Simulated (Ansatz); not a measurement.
Stepwise reaction of `[SH][Ga]([Br])[Br]` with hydrogen fluoride, as a gas-phase model of exchange steps in deposition or etching. ΔE in kJ/mol; ΔG adds harmonic PBE0-D4 terms to CCSD(T)/CBS, at 1 bar.

Calculated with Ansatz (gas phase, PBE0-D4/def2-TZVP geometries, no zero-point term in ΔE). CBS: MP2 limit from def2 TZ/QZ plus the TZ coupled-cluster correction, frozen cores. This one scheme is used for every species. Functionals use def2-TZVPP. B3LYP here is the variant with VWN-RPA as its local correlation; programs differ in this. For Br, Ga outer-core shells are correlated without core-valence functions, which leaves a few kJ/mol of doubt a bond. Scalar relativity is left out up to krypton. Each species was taken in one conformer, which may not be the lowest.

```tsv
step	reaction	PBE-D4	B3LYP-D4	ωB97M-V	CCSD(T)/CBS	ΔG(600 K)
1	`[SH][Ga]([Br])[Br]` + H–F → `[F][Ga]([SH])[Br]` + HBr	44.8	43.4	42.7	50.9	42.2
```

(1) Give the row of step 2, `[F][Ga]([SH])[Br]` + H–F → `[F][Ga]([F])[SH]` + HBr. (Estimate.)

(2) By hand: ΔE of the 2 steps together at CCSD(T)/CBS.

Results:

(1) Ansatz gave: 
| step | reaction | PBE-D4 | B3LYP-D4 | ωB97M-V | CCSD(T)/CBS | ΔG(600 K) |
| --- | --- | --- | --- | --- | --- | --- |
| 2 | `[F][Ga]([SH])[Br]` + H–F → `[F][Ga]([F])[SH]` + HBr | 46.5 | 44.5 | 44.4 | 51.5 | 43.4 |

(2) (50.9) + (51.5) = 102.4 kJ/mol, or 51.2 kJ/mol a step.

In ΔE the steps differ by no more than 0.6 kJ/mol. All are uphill at CCSD(T)/CBS. ΔG lies between 42.2 and 43.4 kJ/mol a step. PBE-D4 differs from CCSD(T)/CBS by -6.1 to -5.0 kJ/mol a step. Only this route is followed, and other bonds may react first. Isolated molecules leave out the surface, adducts and barriers. Largest T1 diagnostic: 0.014.
